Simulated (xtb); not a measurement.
C₅H₆N (SMILES c1cc[nH+]cc1), charge +1, singlet, at a GFN2-xTB geometry; GFN2-xTB run with xtb 6.7.1.

The xtb input:
```
$ xtb mol.xyz --gfn 2 --chrg 1 --uhf 0 --json

# file mol.xyz
12

C      1.41504936    -0.01665054     0.02539966
C      0.72751000     1.19271376     0.01992081
C     -0.65278842     1.17994359    -0.00502080
N     -1.30896303     0.01540225    -0.02349544
C     -0.68012288    -1.16425955    -0.01890450
C      0.69949906    -1.20950502     0.00569351
H      2.49438439    -0.02935082     0.04477335
H      1.25634724     2.13261381     0.03481797
H     -1.23661585     2.08880967    -0.01034767
H     -2.32754940     0.02738771    -0.04177872
H     -1.28498279    -2.05913863    -0.03491417
H      1.20627489    -2.16159089     0.00938526
```

### Question
What does xtb print? Leave out banner, timings and long lists.

### Answer

```
   ID    Z sym.   atoms
    1    6 C      1-3, 5, 6
    2    7 N      4
    3    1 H      7-12

           -------------------------------------------------
          |                Calculation Setup                |
           -------------------------------------------------

           -------------------------------------------------
          |                 G F N 2 - x T B                 |
           -------------------------------------------------

          ...................................................
          :                      SETUP                      :
          :.................................................:
          :  # basis functions                  30          :
          :  # atomic orbitals                  30          :
          :  # shells                           18          :
          :  # electrons                        30          :
          :  max. iterations                   250          :
          :  Hamiltonian                  GFN2-xTB          :
          :  restarted?                      false          :
          :  GBSA solvation                  false          :
          :  PC potential                    false          :
          :  electronic temp.          300.0000000     K    :
          :  accuracy                    1.0000000          :
          :  -> integral cutoff          0.2500000E+02      :
          :  -> integral neglect         0.1000000E-07      :
          :  -> SCF convergence          0.1000000E-05 Eh   :
          :  -> wf. convergence          0.1000000E-03 e    :
          :  Broyden damping             0.4000000          :
          :  net charge                          1          :
          :  unpaired electrons                  0          :
          ...................................................

 iter      E             dE          RMSdq      gap      omega  full diag
   1    -16.4451940 -0.164452E+02  0.549E+00    4.91       0.0  T
   2    -16.5329717 -0.877777E-01  0.376E+00    4.13       1.0  T
   3    -16.5409169 -0.794519E-02  0.202E+00    4.17       1.0  T
   4    -16.5385550  0.236185E-02  0.749E-01    4.15       1.0  T
   5    -16.5446188 -0.606377E-02  0.979E-02    4.19       1.0  T
   6    -16.5446620 -0.431832E-04  0.354E-02    4.19       1.0  T
   7    -16.5446627 -0.727794E-06  0.140E-02    4.19       2.1  T
   8    -16.5446637 -0.102626E-05  0.545E-03    4.19       5.3  T
   9    -16.5446638 -0.130087E-06  0.266E-03    4.19      10.8  T
[...]
         :: total energy             -16.246137720688 Eh    ::
[...]
     8   1 H        0.926     0.121     1.603     1.980
     9   1 H        0.926     0.123     1.591     1.972
    10   1 H        0.860     0.239     0.927     1.508
    11   1 H        0.926     0.123     1.591     1.972
    12   1 H        0.926     0.121     1.603     1.980

 Mol. C6AA /au·bohr⁶  :       1445.208469
 Mol. C8AA /au·bohr⁸  :      35165.902032
 Mol. α(0) /au        :         61.123703

Wiberg/Mayer (AO) data.
largest (>0.10) Wiberg bond orders for each atom

 ---------------------------------------------------------------------------
     #   Z sym  total        # sym  WBO       # sym  WBO       # sym  WBO
 ---------------------------------------------------------------------------
     1   6 C    3.963 --     6 C    1.420     2 C    1.420     7 H    0.958
     2   6 C    3.977 --     3 C    1.462     1 C    1.420     8 H    0.956
     3   6 C    3.950 --     2 C    1.462     4 N    1.339     9 H    0.954
     4   7 N    3.726 --     5 C    1.339     3 C    1.339    10 H    0.913
     5   6 C    3.950 --     6 C    1.462     4 N    1.339    11 H    0.954
     6   6 C    3.977 --     5 C    1.462     1 C    1.420    12 H    0.956
     7   1 H    0.986 --     1 C    0.958
     8   1 H    0.985 --     2 C    0.956
     9   1 H    0.985 --     3 C    0.954
    10   1 H    0.943 --     4 N    0.913
    11   1 H    0.985 --     5 C    0.954
    12   1 H    0.985 --     6 C    0.956
 ---------------------------------------------------------------------------

Topologies differ in total number of bonds
Writing topology from bond orders to xtbtopo.mol

molecular dipole:
                 x           y           z       tot (Debye)
 q only:       -0.661       0.008      -0.012
   full:       -0.872       0.010      -0.016       2.217
molecular quadrupole (traceless):
                xx          xy          yy          xz          yz          zz
 q only:        6.434      -0.042       2.940       0.285       0.070      -9.374
  q+dip:        9.107      -0.067       3.548       0.392       0.091     -12.655
   full:        7.415      -0.061       2.315       0.309       0.068      -9.730

           -------------------------------------------------
          | TOTAL ENERGY              -16.246137720688 Eh   |
          | GRADIENT NORM               0.000034802679 Eh/α |
          | HOMO-LUMO GAP               4.191686974433 eV   |
           -------------------------------------------------

normal termination of xtb
```
